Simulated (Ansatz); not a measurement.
`[BH2][SbH][SiH3]` + `[OH][GaH2]` → `B[O][GaH2]` + `[SiH3][SbH2]` at 298.15 K and 1 bar (cleavage of the B–Sb bond).

Isolated molecules relaxed with PBE0-D4/def2-TZVP in Ansatz; ΔE leaves out vibrations. CBS: MP2 limit from def2 TZ/QZ plus the TZ coupled-cluster correction, frozen cores. def2 core potentials past Kr. For Ga, Sb outer-core shells are correlated without core-valence functions, which leaves a few kJ/mol of doubt a bond. Scalar relativity is left out up to krypton.

| species | CCSD(T)/CBS energy (Eh) | H − E (kJ/mol) | S (J/(mol·K)) |
| --- | --- | --- | --- |
| `[BH2][SbH][SiH3]` | -557.46017 | 155.9 | 349.9 |
| `[OH][GaH2]` | -2000.92981 | 82.7 | 263.1 |
| `B[O][GaH2]` | -2026.35181 | 117.1 | 314.9 |
| `[SiH3][SbH2]` | -532.08095 | 115.3 | 306.1 |

H − E and S are ideal-gas, rigid-rotor, harmonic terms from PBE0-D4/def2-TZVP, for one conformer and one mirror image of each species. 1 Eh = 2625.50 kJ/mol, R = 8.31446 J/(mol·K).

Problem. By hand: ΔE, ΔH, ΔS and ΔG.

Solution. ΔE = (-2026.35181) + (-532.08095) − (-557.46017) − (-2000.92981) = -0.04278 Eh = -112.3 kJ/mol. Δ(H − E) = 117.1 + 115.3 − 155.9 − 82.7 = -6.2, so ΔH = -118.5 kJ/mol. ΔS = 314.9 + 306.1 − 349.9 − 263.1 = 8.0 J/(mol·K). ΔG = -118.5 − 298.15 × (8.0)/1000 = -120.9 kJ/mol.

Problem. By hand: the equilibrium constant, and the temperature at which ΔG would vanish if ΔH and ΔS stayed fixed.

Solution. log₁₀ K = −ΔG/(RT ln 10) = 21.2. ΔH and −TΔS have one sign here, so there is no such temperature.

The number of gas molecules stays the same, so ΔS is small and ΔH decides. A doubt of 5 kJ/mol in ΔE shifts log₁₀ K by 0.9 here. Other conformers and mirror images would add mixing entropy, several J/(mol·K) or more a flexible species. Modes under 60 cm⁻¹, often nearly free rotors, make the harmonic entropy too high. These are equilibria of isolated gas molecules and say nothing of rates. Largest T1 diagnostic: 0.016 (customary marks: 0.02 for closed shells, 0.045 for open ones).

ΔS is within the doubt of such terms, so its sign, and with it that verdict, could turn.
